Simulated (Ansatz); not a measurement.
A series at Hf: from `[OH][Hf]([OH])([OH])[OH]`, ligands are replaced one by one, each step taking up HCl and setting free H₂O; n counts the steps. Ansatz, PBE0-D4/def2-TZVP geometries. Each molecule was computed in one conformer, which needn't be the lowest.

```tsv
n	molecule	zero-point energy, PBE0-D4/def2-TZVP (kJ/mol)
0	`[OH][Hf]([OH])([OH])[OH]`	126.3
1	`[OH][Hf]([OH])([OH])[Cl]`	99.5
2	`[OH][Hf]([OH])([Cl])[Cl]`	?
3	`[OH][Hf]([Cl])([Cl])[Cl]`	41.7
4	`[Cl][Hf]([Cl])([Cl])[Cl]`	12.4
```

Problem. By hand: fit a straight line y = ȳ + b (n − n̄) to the 4 given rows and predict n = 2.

Solution. n̄ = 2.000, ȳ = 69.97; Σ(n − n̄)(y − ȳ) = -285.60, Σ(n − n̄)² = 10.000, so b = -28.56 kJ/mol a step. Prediction: 69.97 + (-28.56) × (0.000) = 70.0 kJ/mol.

Problem. By hand: compare with the computed value, 70.8 kJ/mol, and give the steps along the whole series.

Solution. The line misses by 0.8 kJ/mol (computed minus predicted). Steps: -26.8, -28.7, -29.1, -29.3 kJ/mol.

The steps differ by at most 2.5 kJ/mol, 9 % of a mean step, so the ligands' effects nearly add and a line is close. The miss is 0.7 % of the series' range.
